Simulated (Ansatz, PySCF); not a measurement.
System: SiH, net charge 0, doublet state. 
Coordinates optimised at B3LYP-D3(BJ)/def2-TZVP (Ansatz, a program for electronic structure):
SMILES: [SiH]
```xyz
2

Si     0.0000     0.0000    -0.1020
H      0.0000     0.0000     1.4276
```
Charge 0, spin multiplicity 2.

Total electronic energies in hartree. Cores are frozen in the correlated levels unless marked. Open shells are spin-unrestricted. No spin-orbit coupling. No relativistic terms. 

The Hartree-Fock reference is unstable (checked in the largest basis), which strains HF and MP2. 

```csv
level,program,energy (Eh)
RI-HF/aug-cc-pV(Q+d)Z,Ansatz,-289.44227
revPBE/def2-TZVPD,Ansatz,-289.93266
PW6B95-D4/def2-TZVPD,PySCF + dftd4,…
CAM-B3LYP/def2-TZVPD,Ansatz,…
CCSD/6-31G*,Ansatz,-289.48391
CCSD(T)/6-31G*,Ansatz,…
CCSD(T)/cc-pV(T+d)Z,Ansatz,-289.54747
CCSD(T)/def2-QZVPPD,Ansatz,-289.55488
```

Task: Some entries are withheld; supply them.

Result: 
- PW6B95-D4/def2-TZVPD, energy (Eh): -290.24838
- CAM-B3LYP/def2-TZVPD, energy (Eh): -289.99466
- CCSD(T)/6-31G*, energy (Eh): -289.48526
